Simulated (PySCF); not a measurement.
# Palladium: a sound run and one with changed settings

Sound run: Pd [Kr] 4d10, Pd⁺ [Kr] 4d9. All numbers are calculated (PySCF 2.14, a scalar-relativistic core potential, in def2-TZVP with the def2 core potential (28 electrons) (6s4p3d1f, 40 functions)). In the sound run the correlated levels freeze 4s2 4p6 outside the core potential. The sound run starts from symmetry-adapted Hartree-Fock orbitals and uses a fine grid where one is needed.

Changed run: all electrons correlated in a basis built for the valence shell.

```csv
species,method,sound run (hartree),changed run (hartree),converged
Pd,MP2,-127.29818,-127.48391,yes
Pd⁺,MP2,-127.00486,-127.18662,yes
```

Ionisation energy of Pd:

```
 method  sound run (eV)  changed run (eV)
    UHF           6.281             6.281
    MP2           7.982             8.090
SCS-MP2           7.805             7.843
```

A valence basis has no tight correlating functions, so it recovers only part of the core correlation, and not evenly between atom and ion.

For comparison, NIST gives 8.337 eV between the lowest levels.
